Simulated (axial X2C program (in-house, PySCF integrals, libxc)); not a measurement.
## Levels of CdCl by electron attachment to CdCl⁺ (EOM-EA-CCSD)

Computed with an axial X2C code built on PySCF integrals: two-component X2C with atomic mean-field Coulomb and Gaunt terms, Gaussian nuclei, basis Cd dyall-acv3z, Cl dyall-av3z with contracted cores.

R = 2.176 Å (0.920 times 2.365 Å, the PBE0 minimum at charge 0 for the lowest determinant).

Levels of CdCl obtained by attaching an electron to CdCl⁺:

| Ω | binding energy (eV) | above lowest (cm⁻¹) | attached spinor | one-particle weight |
| --- | --- | --- | --- | --- |
| 1/2 | 8.250 | 0 | 53% Cd sσ, 28% Cd pσ, 11% Cl pσ | 0.97 |
| 1/2 | 4.519 | 30097 | 80% Cd pπ, 7% Cd dπ, 6% Cl pπ | 0.98 |
| 3/2 | 4.395 | 31093 | 80% Cd pπ, 8% Cd dπ | 0.98 |
| 1/2 | 2.776 | 44151 | 66% Cd pσ, 19% Cd dσ, 7% Cd sσ | 0.98 |
| 1/2 | 2.497 | 46400 | 83% Cd sσ, 8% Cd dσ | 0.99 |
| 1/2 | 1.702 | 52812 | 97% Cd pπ | 1.00 |
| 3/2 | 1.673 | 53046 | 97% Cd pπ | 1.00 |

Problem. What is the splitting of the first π pair in the table, and is it regular or inverted?

Solution. E(3/2) − E(1/2) = 31093 − 30097 = 996 cm⁻¹ at EOM-EA-CCSD: regular, Ω = 1/2 lower. Splittings at this level can be off by ten to twenty per cent.

This point took 25 s on 1 thread of Intel(R) Xeon(R) CPU @ 2.60GHz (Ice Lake), on a shared host.

Reference electrons by ω block (each with its −ω partner): 1/2: 21, 3/2: 9, 5/2: 2. 18 electrons of CdCl⁺ correlated (inner shells frozen), 84 natural virtual spinors (a truncated set); levels can be off by some tenths of an eV. Roots sought by Ω: (1/2: 5, 3/2: 4, 5/2: 2, 7/2: 1); rows need 60 % one-particle weight and stop where some Ω has no more roots. Missing are any skipped roots, higher Ω and states of a further excitation; these come out far too high here and may in truth be low or lowest. T1 of the reference 0.022 (Lee–Taylor). The reference was not checked to be the lowest state of its species. Number of frozen shells: Cd 4 s, 3 p, 1 d; Cl 2 s, 1 p.
